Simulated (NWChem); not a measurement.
System: C₂H₆Mg; SMILES [CH3][Mg][CH3]

Excerpt of the output:

```
             Northwest Computational Chemistry Package (NWChem) 7.3.0
             --------------------------------------------------------

                             Geometry "geometry" -> ""
                             -------------------------

 Output coordinates in angstroms (scale by  1.889725989 to convert to a.u.)

  No.       Tag          Charge          X              Y              Z
 ---- ---------------- ---------- -------------- -------------- --------------
    1 Mg                  12.0000     0.00000000     0.00000000    -0.41593100
    2 C                    6.0000     2.09906700    -0.00038300    -0.41511500
    3 H                    1.0000     2.51011500    -0.33978800     0.54509600
    4 H                    1.0000     2.51031800     1.00106500    -0.60063000
    5 H                    1.0000     2.51125300    -0.66179400    -1.18911000
    6 C                    6.0000    -2.09906700     0.00038300    -0.41511500
    7 H                    1.0000    -2.51031800    -1.00106500    -0.60063000
    8 H                    1.0000    -2.51125300     0.66179400    -1.18911000
    9 H                    1.0000    -2.51011500     0.33978800     0.54509600

 Effective nuclear repulsion energy (a.u.)      78.9967170523

                                 NWChem DFT Module
                                 -----------------

 Summary of "ao basis" -> "ao basis" (spherical)
 ------------------------------------------------------------------------------
       Tag                 Description            Shells   Functions and Types
 ---------------- ------------------------------  ------  ---------------------
 Mg                         def2-svp                 8       18   4s3p1d
 C                          def2-svp                 6       14   3s2p1d
 H                          def2-svp                 3        5   2s1p

            General Information
            -------------------
          SCF calculation type: DFT
          Wavefunction type:  closed shell.
          No. of atoms     :     9
          No. of electrons :    30
           Alpha electrons :    15
            Beta electrons :    15
          Charge           :     0
          Spin multiplicity:     1
          Use of symmetry is: off; symmetry adaption is: off
          Maximum number of iterations: 150
          AO basis - number of functions:    76
                     number of shells:    38
          Convergence on energy requested:  1.00D-06
          Convergence on density requested:  1.00D-05
          Convergence on gradient requested:  5.00D-04

              XC Information
              --------------
                        Slater Exchange Functional  1.000 local
                      VWN V Correlation Functional  1.000 local

             Grid Information
             ----------------
          Grid used for XC integration:  medium
          Radial quadrature: Mura-Knowles
          Angular quadrature: Lebedev.
          Tag              B.-S. Rad. Rad. Pts. Rad. Cut. Ang. Pts.
          ---              ---------- --------- --------- ---------
          Mg                  1.50       88           9.0       590
          C                   0.70       49          12.0       434
          H                   0.35       45          13.0       434
          Grid pruning is: on
          Number of quadrature shells:   456
          Spatial weights used:  Erf1

      Superposition of Atomic Density Guess
      -------------------------------------

 Sum of atomic energies:        -277.78010581

      Non-variational initial energy
      ------------------------------

 Total energy =    -278.994088
 1-e energy   =    -539.061782
 2-e energy   =     181.070977
 HOMO         =      -0.297745
 LUMO         =      -0.044199

   convergence    iter        energy       DeltaE   RMS-Dens  Diis-err
 ---------------- ----- ----------------- --------- --------- ---------
 d= 0,ls=0.0,diis     1   -277.9893204549 -3.57D+02  1.39D-02  4.32D-01
 d= 0,ls=0.0,diis     2   -277.9817543251  7.57D-03  9.02D-03  2.89D-01
 d= 0,ls=0.0,diis     3   -278.0088837105 -2.71D-02  3.11D-03  1.14D-01
 d= 0,ls=0.0,diis     4   -278.0248420667 -1.60D-02  3.78D-04  2.71D-04
 d= 0,ls=0.0,diis     5   -278.0248944264 -5.24D-05  9.37D-05  1.38D-05
  Resetting Diis
 d= 0,ls=0.0,diis     6   -278.0248965748 -2.15D-06  7.09D-06  4.91D-08
 d= 0,ls=0.0,diis     7   -278.0248965807 -5.90D-09  2.46D-06  3.58D-09

         Total DFT energy =     -278.024896580727
      One electron energy =     -542.463631969603
           Coulomb energy =      213.192675181287
    Exchange-Corr. energy =      -27.750656844721
 Nuclear repulsion energy =       78.996717052310

 Numeric. integr. density =       29.999997092837

                       DFT Final Molecular Orbital Analysis
                       ------------------------------------

 Vector   13  Occ=2.000000D+00  E=-3.203145D-01
              MO Center=  6.1D-07,  7.3D-07, -5.4D-01, r^2= 6.5D+00
   Bfn.  Coefficient  Atom+Function         Bfn.  Coefficient  Atom+Function
  ----- ------------  ---------------      ----- ------------  ---------------
    23      0.310392  2 C  py                52     -0.310392  6 C  py
    38      0.243538  4 H  s                 62      0.243538  7 H  s
    43     -0.161025  5 H  s                 67     -0.161026  8 H  s
    26      0.120059  2 C  py                55     -0.120059  6 C  py
    39      0.118652  4 H  s                 63      0.118652  7 H  s

[...]
```

Level: LDA (Slater exchange, VWN5)/def2-SVP, vertical spin-unrestricted ions. The geometry was optimised at B3LYP/6-31G* (spherical d).

### Question
Reconstruct the input file.

### Answer
Several could match; the one computed here: the input that was run:
```
start job
memory heap 200 mb stack 900 mb global 1100 mb
geometry units angstroms noautosym nocenter noautoz
  Mg     0.000000     0.000000    -0.415931
  C      2.099067    -0.000383    -0.415115
  H      2.510115    -0.339788     0.545096
  H      2.510318     1.001065    -0.600630
  H      2.511253    -0.661794    -1.189110
  C     -2.099067     0.000383    -0.415115
  H     -2.510318    -1.001065    -0.600630
  H     -2.511253     0.661794    -1.189110
  H     -2.510115     0.339788     0.545096
end
basis spherical
  * library def2-svp
end
dft
  xc slater vwn_5
  iterations 150
  vectors input atomic output neutral.movecs
end
task dft energy
charge 1
dft
  odft
  mult 2
  vectors input atomic output cation.movecs
end
task dft energy
```
